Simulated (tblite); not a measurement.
Compound: C₆H₆F₃O (doublet state).
Structure used (GFN2-xTB), in Å, numbered top down from 1:
```
atom  x, y, z in Å
C1     2.6905    1.0143   -0.5855
O2     1.4059    0.8310   -0.3648
C3     0.8971   -0.3497   -0.0457
C4    -0.4322   -0.5606    0.1974
C5    -0.9014   -1.8994    0.6858
C6    -1.4509    0.4428    0.0646
F7    -2.6003    0.1838    0.7408
C8    -1.4706    1.5825   -0.6506
F9    -2.4961    2.4314   -0.6560
F10   -0.5238    2.0016   -1.4828
H11    3.3915    0.1997   -0.5230
H12    2.9791    2.0134   -0.8371
H13    1.5940   -1.1768    0.0519
H14   -1.3450   -1.8045    1.6765
H15   -1.6689   -2.2979    0.0237
H16   -0.0765   -2.6027    0.7348
```

Calculated harmonic vibrations of the isolated species, GFN2-xTB (tblite), most abundant isotopes, no scaling. Errors from tens to a few hundred cm⁻¹ against measured bands are possible. One conformer, not necessarily the lowest. Open shells enter through the occupations alone, without spin polarisation, and single modes of such species can be off by tens of per cent.

Harmonic wavenumbers (cm⁻¹): 35.6, 109.1, 113.8, 126.2, 160.4, 186.3, 219.4, 271.8, 295.5, 342.8, 357.9, 393.5, 410.6, 455.7, 490.6, 515.9, 536.8, 591.6, 717.8, 829.3, 973.5, 1031.1, 1035.1, 1057.4, 1113.4, 1140.7, 1205.1, 1259.9, 1316.0, 1346.4, 1375.1, 1405.6, 1465.6, 1476.7, 1567.8, 1679.6, 3003.8, 3018.8, 3022.8, 3065.9, 3098.0, 3196.3.

A = 1608, B = 1135, C = 691.3 MHz; mass 151.037 u (most abundant isotopes); point group C1, symmetry number 1; spin multiplicity 2.

What is the zero-point energy?

½Σν̃ = 23008 cm⁻¹ = 65.78 kcal/mol.

What is S at 350 K and 1 bar for an ideal gas of classical rigid rotors and harmonic oscillators?

Translation 41.77, rotation 30.40, vibration 38.94, spin (R ln 2) 1.38: S = 112.5 cal/(mol K).

And Cp and H(350 K) − H(0)?

Cp = 45.43 cal/(mol K), of which vibrations give 37.48 (their classical limit is 42 R = 83.5); H(350 K) − H(0) = 9.91 kcal/mol without the zero-point energy, 7.13 from vibrations.

Blend soft modes into free rotors: weight 1/[1 + (100 cm⁻¹/ν̃)⁴] for the oscillator and the rest for a rotor with moment μB/(μ + B), μ = h/(8π²ν), B = 10⁻⁴⁴ kg m². What vibrational entropy results?

36.50 cal/(mol K) in place of 38.94, which changes −T·S at 350 K by +0.85 kcal/mol.

How do the functions run with temperature in this model?

```json
{"T (K)": "150", "S (cal/(mol K))": "82.3", "Cp (cal/(mol K))": "27.0", "H − H(0) (kcal/mol)": "2.54", "G − H(0) (kcal/mol)": "-9.81", "ln q(vib)": "3.28"}
{"T (K)": "250", "S (cal/(mol K))": "98.6", "Cp (cal/(mol K))": "37.1", "H − H(0) (kcal/mol)": "5.78", "G − H(0) (kcal/mol)": "-18.88", "ln q(vib)": "6.34"}
{"T (K)": "298.15", "S (cal/(mol K))": "105.5", "Cp (cal/(mol K))": "41.3", "H − H(0) (kcal/mol)": "7.67", "G − H(0) (kcal/mol)": "-23.80", "ln q(vib)": "7.80"}
{"T (K)": "400", "S (cal/(mol K))": "118.8", "Cp (cal/(mol K))": "49.1", "H − H(0) (kcal/mol)": "12.28", "G − H(0) (kcal/mol)": "-35.24", "ln q(vib)": "10.79"}
{"T (K)": "600", "S (cal/(mol K))": "141.0", "Cp (cal/(mol K))": "60.6", "H − H(0) (kcal/mol)": "23.33", "G − H(0) (kcal/mol)": "-61.29", "ln q(vib)": "16.24"}
{"T (K)": "900", "S (cal/(mol K))": "167.8", "Cp (cal/(mol K))": "71.1", "H − H(0) (kcal/mol)": "43.25", "G − H(0) (kcal/mol)": "-107.79", "ln q(vib)": "23.48"}
```

q(vib) and H(0) count from the zero-point level.

What must be added to the electronic energy to get the Gibbs energy at 350 K and 1 bar?

ZPE + [H(350 K) − H(0)] − T·S = 65.78 + 9.91 − 39.37 = 36.32 kcal/mol.

Hindered rotation and anharmonicity are outside this model. Other conformers, if any are populated, would add a mixing term that is left out. The structure is chiral; the term R ln 2 for an equal mix with its mirror image is left out.
